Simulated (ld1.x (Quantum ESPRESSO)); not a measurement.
Before and after: TM potential for Si (Z = 14)

ld1.x (Quantum ESPRESSO) 7.5 input, shortened:

```
&input
   title='Si', zed=14., rel=1, dft='PBESOL', iswitch=3,
   config='[Ne] 3s2 3p2 3d-2'
 /
 &inputp
   pseudotype=2, tm=.true., lloc=0,
   nlcc=.true., new_core_ps=.true., rcore=1.20
 /
3
3P  2  1   2.00   0.00  1.50  1.50  0.0
3D  3  2  -2.00   0.15  1.45  1.45  0.0
3S  1  0   2.00   0.00  1.25  1.25  0.0
 &test
   configts(1)='3s2 3p2'
 /
```

Change: local potential the d channel.

Cutoffs: the cutoffs (Ry, on a coarse ladder) from which the occupation-weighted sum of valence levels, in a spherical-Bessel basis at the reference potential, stays within 10 and 1 mRy of its value at 400 Ry; they do not see the model core or the augmentation charge, which bear on the density cutoff. Errors are all-electron minus pseudo energies relative to the spin-unpolarised reference configuration.

What does the change do?

The potential gets neither clearly harder nor softer (50 Ry and 110 Ry → 50 Ry and 110 Ry); the s channel binds one level more than in the base; of the 7 tests that both files solve, the error grows in 6 and shrinks in 0 by more than 15 % and 0.3 meV (median size 4.0 → 8.2 meV); the range in which the s phases agree narrows (upper end 0.9 → -0.3); neither file shows a bound ghost.

| quantity | base | changed |
| --- | --- | --- |
| cutoff, loose | 50 Ry | 50 Ry |
| cutoff, tight | 110 Ry | 110 Ry |
| bound ghosts | none | none |
| error for 3s2 3p1, meV [ΔE 7.71 eV] | +4.0 | +8.2 |
| error for 3s2 3p0, meV [ΔE 23.68 eV] | +22 | +68 |
| error for 3s1 3p0, meV [ΔE 57.58 eV] | +62 | +293 |
| error for 3s2 3p1.5, meV [ΔE 2.91 eV] | +0.7 | +1.3 |
| error for 3s1 3p2, meV [ΔE 15.12 eV] | +9.7 | +19 |
| error for 3s2 3p2.3, meV [ΔE -0.92 eV] | +0.2 | +0.2 |
| error for 3s0 3p4, meV [ΔE 13.74 eV] | -2.3 | -3.7 |
| s: phases at 1.66 bohr within 0.05 rad from the reference energy up to (Ry; the scan ends near 5) | 0.9 | -0.3 |
| p: phases at 1.66 bohr within 0.05 rad from the reference energy up to (Ry; the scan ends near 5) | 0.7 | 0.8 |
| d: phases at 1.66 bohr within 0.05 rad from the reference energy up to (Ry; the scan ends near 5) | to the end of the scan | to the end of the scan |
